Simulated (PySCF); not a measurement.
## Bond curve of TlBr

Set-up: Tl cc-pVDZ-PP with ECP60, Br cc-pVDZ-PP with ECP10; scalar-relativistic core potentials (PySCF 2.14). Energies in eV from Tl + Br in their ground configurations at the same level. State: ¹Σ⁺ (singlet), closed shell.

All columns are B2PLYP. A positive dipole means Tl(−)Br(+).

| R (Å) | E (eV) | μ (D) | Mulliken charge on Tl (basis-dependent) | HOMO (eV) | LUMO (eV) | Mayer bond order | ⟨S²⟩ |
| --- | --- | --- | --- | --- | --- | --- | --- |
| 2.301 | -2.941 | -2.05 | 0.36 | -7.63 | -0.54 | 1.06 | 0.00 |
| 2.408 | -3.439 | -2.88 | 0.40 | -7.79 | -0.68 | 1.00 | 0.00 |
| 2.515 | -3.710 | -3.71 | 0.44 | -7.90 | -0.82 | 0.94 | 0.00 |
| 2.596 | -3.807 | -4.31 | 0.46 | -7.93 | -0.92 | 0.91 | 0.00 |
| 2.676 | -3.838 | -4.90 | 0.49 | -7.93 | -1.02 | 0.87 | 0.00 |
| 2.756 | -3.820 | -5.48 | 0.51 | -7.90 | -1.12 | 0.84 | 0.00 |
| 2.863 | -3.740 | -6.24 | 0.53 | -7.78 | -1.25 | 0.80 | 0.00 |
| 2.997 | -3.581 | -7.15 | 0.56 | -7.51 | -1.41 | 0.76 | 0.00 |
| 3.158 | -3.342 | -8.19 | 0.59 | -7.21 | -1.60 | 0.72 | 0.00 |
| 3.372 | -2.995 | -9.52 | 0.62 | -6.86 | -1.83 | 0.67 | 0.00 |

A fit through these points gives, at Re = 2.682 Å, μ = -4.95 D and dμ/dR = -7.29 D/Å; the reduced mass is 56.98 u.

Problem. How strong is the fundamental in the double-harmonic approximation, I = 42.26·(dμ/dR)²/μred km/mol?

Solution. I = 42.26·(-7.29)²/56.98 = 39.4 km/mol at B2PLYP.

Correlated steps freeze 8 core orbitals. Spin–orbit coupling is left out, which matters for elements this heavy, above all for dissociation energies. B2PLYP dipoles, levels and charges come from its SCF part alone.
